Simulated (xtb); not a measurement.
Sn(F)2(OH)(OEt) (C2H6F2O2Sn), SMILES C(C)[O][Sn]([OH])([F])[F]. All values are semi-empirical tight-binding results from xtb (GFN2-xTB unless named), good for trends rather than for accurate numbers. Coordinates come from a GFN2-xTB optimisation. Other conformers were not sampled.

Optimised geometry:

```xyz
13

C     -3.5765     0.7226     0.1494
C     -2.3756    -0.2010     0.2809
O     -1.2308     0.6319     0.1319
Sn     0.5601    -0.0109    -0.0547
O      1.8227     1.2136    -0.7658
F      1.3706    -0.5754     1.6140
F      0.4828    -1.6160    -1.1242
H     -4.4883     0.1435     0.2677
H     -3.5736     1.1988    -0.8268
H     -3.5356     1.4932     0.9136
H     -2.3703    -0.6835     1.2637
H     -2.4070    -0.9720    -0.4969
H      2.6681     1.1921    -0.3056
```
Charge 0, spin multiplicity 1.

For metal compounds this method's bond lengths and energies can be far off.

```yaml
orbital_gap: 3.34 eV
zero_point_energy: 51.5 kcal/mol
G − E(el) at 298.15 K (modified RRHO): 27.1 kcal/mol
```

**Question.** Give the atomic charges and the Wiberg bond orders between heavy atoms. (An estimate is asked for; the answer gives what the named calculation found.)

**Answer.** charges (e) C1 -0.12, C2 0.09, O3 -0.30, Sn4 0.62, O5 -0.41, F6 -0.27, F7 -0.26, H8 0.07, H9 0.07, H10 0.07, H11 0.05, H12 0.06, H13 0.35. Bond orders C1–C2 0.99, C2–O3 0.96, O3–Sn4 0.78, Sn4–O5 0.87, Sn4–F6 0.79, Sn4–F7 0.80.
